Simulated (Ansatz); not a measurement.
Mulliken charges of `[BH3-][AsH3+]` from B3LYP/def2-TZVPP in Ansatz (PBE0-D4/def2-TZVP geometry).

```json
{"atom": "B1", "x (Å)": "-0.625", "y (Å)": "0.179", "z (Å)": "-1.004", "charge (e)": "-0.368"}
{"atom": "As2", "x (Å)": "0.464", "y (Å)": "-0.140", "z (Å)": "0.702", "charge (e)": "0.299"}
{"atom": "H3", "x (Å)": "-1.734", "y (Å)": "-0.172", "z (Å)": "-0.680", "charge (e)": "0.009"}
{"atom": "H4", "x (Å)": "-0.072", "y (Å)": "-0.532", "z (Å)": "-1.807", "charge (e)": "0.009"}
{"atom": "H5", "x (Å)": "-0.491", "y (Å)": "1.365", "z (Å)": "-1.184", "charge (e)": "0.009"}
{"atom": "H6", "x (Å)": "0.074", "y (Å)": "0.593", "z (Å)": "1.960", "charge (e)": "0.014"}
{"atom": "H7", "x (Å)": "0.541", "y (Å)": "-1.536", "z (Å)": "1.265", "charge (e)": "0.014"}
{"atom": "H8", "x (Å)": "1.935", "y (Å)": "0.186", "z (Å)": "0.693", "charge (e)": "0.014"}
```

Q: By hand: the dipole of these point charges (1 e Å = 4.8032 D).

A: Σ q r = (0.384, -0.112, 0.601) e Å, of length 0.722 e Å = 3.47 D.

Q: How does the dipole of the full density compare? (An estimate is asked.)

A: Ansatz gave: (0.422, -0.124, 0.662) e Å, 3.82 D; the point charges give 0.91 times that, at 0° from its direction.

Point charges leave out the atoms' own dipoles, such as those of lone pairs, and Mulliken's split depends on the basis, so the close match here is no proof of good charges.

B3LYP here is the variant with VWN-RPA as its local correlation; programs differ in this.
